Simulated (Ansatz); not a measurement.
Born–Oppenheimer molecular dynamics of C$_{2}$H$_{10}$SSi$_{3}$ (16 atoms, charge 0, multiplicity 1). It starts from a relaxed structure.

Method: Ansatz, RKS PBE-D4/STO-3G.

```yaml
ensemble: NVT, Nosé–Hoover chain
time_step: 1 fs
steps_asked: 150
set_temperature: 500 K
thermostat: time constant 300 fs, chain length 5
seed: 916130
```

First frame:

```xyz
16
Properties=species:S:1:pos:R:3
C -1.340 -2.165 -0.927
Si 0.381 -1.507 -1.306
C 0.519 0.296 -0.803
S -0.901 1.452 -1.194
Si -0.248 0.990 0.756
Si 0.866 2.485 2.019
H -1.491 -3.168 -1.357
H -2.110 -1.496 -1.348
H -1.515 -2.234 0.160
H 0.648 -1.648 -2.732
H 1.379 -2.292 -0.588
H 1.499 0.732 -1.073
H -1.081 0.053 1.506
H 1.552 1.818 3.117
H 1.857 3.189 1.221
H -0.038 3.471 2.594
```

How far do the bonds stretch over the last three quarters of this one trajectory? (Pairs bonded in most of those frames.)


```
   bond  mean (Å)  spread (Å)  shortest  longest
 C1–Si2     1.890       0.019      1.85     1.92
  C1–H7     1.104       0.013      1.08     1.12
  C1–H8     1.103       0.012      1.08     1.13
  C1–H9     1.105       0.019      1.07     1.14
 Si2–C3     1.889       0.040      1.79     1.95
Si2–H10     1.460       0.023      1.43     1.50
Si2–H11     1.462       0.032      1.42     1.51
  C3–S4     1.876       0.052      1.80     1.96
 C3–Si5     1.872       0.037      1.79     1.95
 C3–H12     1.111       0.026      1.07     1.15
 S4–Si5     2.109       0.032      2.06     2.18
Si5–Si6     2.244       0.027      2.21     2.30
Si5–H13     1.463       0.024      1.43     1.50
Si6–H14     1.458       0.019      1.43     1.49
Si6–H15     1.457       0.025      1.41     1.50
Si6–H16     1.460       0.032      1.41     1.51
```

Mean temperature of the second half: 274 K. The conserved energy stayed within 0.74 meV per atom of its start (net change 0.43 meV per atom), so the integration is sound. The mean temperature of the second half is 45 % below the set value. A run of 0.15 ps of so small a system gives no equilibrium averages. Limits of this set-up: minimal basis.

The run took 8.3 min on 1 thread of Arm Neoverse V1 (shared host), peak memory 0.09 GiB.
